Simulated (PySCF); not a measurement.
## Spinor energies of Cl³⁺ (chlorine, charge +3)

Start: [Ne] 3s1 3p3; 3s1/2 filled at m_j = +1/2; 3p3/2 filled at m_j = -1/2, +1/2, +3/2. Calculated with PySCF 2.14 in x2c-TZVPall-2c (5s6p2d1f, 40 functions): generalised Hartree-Fock with the X2C-1e Hamiltonian and a Gaussian nucleus; one run each with spin-orbit coupling (SO) switched off, then screened by Boettger's factors. This is a chosen level, not necessarily the ground level.

| spinor shell | electrons | ε, spin-free (eV) | ε, screened SO (eV) | weight of nominal j (screened SO) | rms radius, screened SO (bohr) |
| --- | --- | --- | --- | --- | --- |
| 1s1/2 | 2 | -2910.6 | -2910.6 | 1.000 | 0.105 |
| 2s1/2 | 2 | -335.29 | -335.29 | 1.000 | 0.478 |
| 2p1/2 | 2 | -264.89 | -266.90 | 0.749 | 0.448 |
| 2p3/2 | 4 | -264.89 | -263.89 | 0.875 | 0.450 |
| 3s1/2 | 1 | -73.676 | -73.675 | 1.000 | 1.48 |
| 3p3/2 | 3 | -54.880 | -54.880 | 0.661 | 1.62 |

```tsv
quantity	spin-free	screened SO
E (hartree)	-457.94211	-457.94318
M_J	2	2
⟨J²⟩	6.000	6.000
⟨L²⟩	0.000	0.000
⟨S²⟩	6.000	5.999
```

Each row is a mean over spinors that exchange with the open shell spreads, by up to 2.942 eV (2p3/2).

Rows whose weight is well below 1 are mixtures of j = l ± 1/2: exchange outweighs spin-orbit coupling there, and the label is only the starting occupation.

Without spin-orbit coupling the j labels of p, d and f shells carry no meaning; the spin-free column gives the mean over the occupied spinors of each nl shell.
